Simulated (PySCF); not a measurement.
# Fluorine: a sound run and one with changed settings

Sound run: F⁺ [He] 2s2 2p4, F²⁺ [He] 2s2 2p3. Calculation: PySCF 2.14, in aug-cc-pVDZ; no relativity, point nucleus. The sound run starts from symmetry-adapted Hartree-Fock orbitals and uses a fine grid where one is needed.

Changed run: radial step 0.8 in ln r (0.13 in the sound run). This setting is unsound on purpose.

```json
{"species": "F⁺", "method": "UHF", "sound run (hartree)": "-98.80167", "changed run (hartree)": "-98.80167", "converged": "yes"}
{"species": "F⁺", "method": "TPSS", "sound run (hartree)": "-99.10185", "changed run (hartree)": "-99.14568", "converged": "yes"}
{"species": "F⁺", "method": "PBE0", "sound run (hartree)": "-99.00293", "changed run (hartree)": "-99.04877", "converged": "yes"}
{"species": "F²⁺", "method": "UHF", "sound run (hartree)": "-97.57598", "changed run (hartree)": "-97.57598", "converged": "yes"}
{"species": "F²⁺", "method": "TPSS", "sound run (hartree)": "-97.79905", "changed run (hartree)": "-97.81237", "converged": "yes"}
{"species": "F²⁺", "method": "PBE0", "sound run (hartree)": "-97.70734", "changed run (hartree)": "-97.73875", "converged": "yes"}
```

Ionisation energy of F⁺:

```tsv
method	sound run (eV)	changed run (eV)
UHF	33.353	33.353
TPSS	35.451	36.281
PBE0	35.255	35.647
```

A coarse radial grid mis-integrates the density and the exchange-correlation energy, with errors of either sign; Hartree-Fock needs no grid.

For comparison, NIST gives 34.971 eV between the lowest levels.
